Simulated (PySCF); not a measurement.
Job for PySCF: D3(BJ) and D4 dispersion corrections on H4OSi (SMILES O[SiH3]).

```python
from pyscf import gto
from pyscf.dispersion import dftd3, dftd4

mol = gto.M(
    atom='''
    O     1.17125578   -0.39071993   -0.34243435
    Si   -0.39869649    0.01897645   -0.02734807
    H     1.86261459   -0.02169304    0.21185524
    H    -0.80648602   -0.38921571    1.34008891
    H    -1.21043322   -0.69870220   -1.02928853
    H    -0.61825464    1.48145443   -0.15277320
    ''',
    basis='def2-svp',
    charge=0, spin=0, verbose=0, max_memory=1800)
d3, d4 = {}, {}
for xc in ['hf', 'pbe', 'blyp', 'revpbe', 'tpss', 'r2scan', 'b3lyp', 'pbe0', 'bhlyp', 'camb3lyp', 'b2plyp']:
    d3[xc] = float(dftd3.DFTD3Dispersion(mol, xc=xc, version='d3bj', atm=False).get_dispersion()['energy'])
    print(f'D3(BJ) {xc:10s} {d3[xc]:14.8f} Eh')
for xc in ['hf', 'pbe', 'blyp', 'revpbe', 'tpss', 'r2scan', 'b3lyp', 'pbe0', 'bhlyp', 'camb3lyp', 'b2plyp']:
    d4[xc] = float(dftd4.DFTD4Dispersion(mol, xc={'camb3lyp': 'cam-b3lyp'}.get(xc, xc), atm=True).get_dispersion()['energy'])
    print(f'D4     {xc:10s} {d4[xc]:14.8f} Eh')
```

It printed:

```
D3(BJ) hf            -0.02542819 Eh
D3(BJ) pbe           -0.00261241 Eh
D3(BJ) blyp          -0.00566868 Eh
D3(BJ) revpbe        -0.00682728 Eh
D3(BJ) tpss          -0.00325595 Eh
D3(BJ) r2scan        -0.00066222 Eh
D3(BJ) b3lyp         -0.00462609 Eh
D3(BJ) pbe0          -0.00220561 Eh
D3(BJ) bhlyp         -0.00365530 Eh
D3(BJ) camb3lyp      -0.00193789 Eh
D3(BJ) b2plyp        -0.00212334 Eh
D4     hf            -0.00948866 Eh
D4     pbe           -0.00236829 Eh
D4     blyp          -0.00543932 Eh
D4     revpbe        -0.00820549 Eh
D4     tpss          -0.00321140 Eh
D4     r2scan        -0.00053747 Eh
D4     b3lyp         -0.00384464 Eh
D4     pbe0          -0.00194638 Eh
D4     bhlyp         -0.00274666 Eh
D4     camb3lyp      -0.00193561 Eh
D4     b2plyp        -0.00162662 Eh
```

The run finished.

Cost: around 0.020 core-seconds (rough).
